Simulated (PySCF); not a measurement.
Gas-phase reaction: Ti(OH)4 + 3 Cl = TiCl3OH + 3 OH

Energies from PySCF, thermal terms from the rigid-rotor harmonic-oscillator model, ideal gas at 1 bar. † marks an energy on the PBE0/def2-TZVP geometry and frequencies; other levels use their own. 6-31G* has spherical d functions here. Open shells (unrestricted): Cl (multiplicity 2), OH (multiplicity 2); the rest are closed-shell singlets. Spin-orbit splitting is ignored; it lowers the true energy and changes the entropy of Cl, OH. B3LYP is the form with VWN-RPA correlation. Ti(OH)4, TiCl3OH: computed as isolated molecules; such fragments, hydroxides, amides, oligomers or adducts are transient or little studied in the gas.

B3LYP/6-31G* gives ΔH°(298 K) = 160 kJ.

What do LDA/def2-TZVP†, r2SCAN/def2-TZVP†, BLYP/def2-TZVP† give?

LDA/def2-TZVP†: 171 kJ; r2SCAN/def2-TZVP†: 76 kJ; BLYP/def2-TZVP†: 133 kJ. For scale, ΔH°(298 K) is 160 kJ at this level, 113 kJ at ωB97M-V/def2-TZVP†, and runs from 39 to 388 kJ over the 19 levels computed († marks an energy on the PBE0/def2-TZVP geometry).
